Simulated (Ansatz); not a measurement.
Level of theory: frozen-core CCSD(T)/cc-pVTZ // PBE0-D4/def2-TZVP in Ansatz (a quantum-chemistry and plane-wave program).

Ansatz 0.2 input:
```yaml
crystal:
  periodic: [false, false, false]
  atoms:
    - { symbol: B, position_ang: [0.0, 0.000001, 0.00043] }
    - { symbol: H, position_ang: [-0.835481, -0.851854, 0.000254] }
    - { symbol: H, position_ang: [-0.319987, 1.149476, -0.000115] }
    - { symbol: H, position_ang: [1.155468, -0.297623, -0.000572] }
basis:
  gaussian: { orbitals: cc-pVTZ }
correlation:
  method: ccsd_t
```

Output:

```
Functional definition: HF
397 factors; integrals over basis functions are off by at most 1.3e-3 eV
mean field evaluation 1: about -717.9633 eV, gradient 9.8e0 eV
mean field evaluation 2: about -717.9623 eV, gradient 9.8e0 eV
mean field evaluation 4: about -718.3835 eV, gradient 1.4e-1 eV
mean field evaluation 8: about -718.3836 eV, gradient 1.9e-4 eV
mean field -718.38359781 eV, -26.4001102815 hartree, gradient 1.4e-6 eV, S^2 0.000000; 0 other end points of the search recorded, 0 dependent functions left out
1 core orbitals not correlated
reference -718.38359781 eV, -26.4001102815 hartree; 3, 3 occupied and 68, 68 virtual orbitals, 397 factors
second order -3.08417956 eV of doubles, -0.00000000 eV of singles
cycle   1  -3.52165574 eV  change   -4.4e-1 eV  update   4.2e-2
cycle   2  -3.67215238 eV  change   -1.5e-1 eV  update   1.4e-2
cycle   3  -3.67608968 eV  change   -3.9e-3 eV  update   2.2e-3
cycle   4  -3.67570846 eV  change    3.8e-4 eV  update   5.1e-4
cycle   5  -3.67554214 eV  change    1.7e-4 eV  update   1.4e-4
cycle   6  -3.67555089 eV  change   -8.7e-6 eV  update   3.9e-5
cycle   7  -3.67555646 eV  change   -5.6e-6 eV  update   1.1e-5
cycle   8  -3.67555596 eV  change    5.0e-7 eV  update   2.9e-6
perturbative correction -0.06893131 eV, -0.0025331789 hartree
Total energy: -722.12808508 eV, -26.5377176506 hartree
```

Cost: around 1.1 core-seconds (rough).
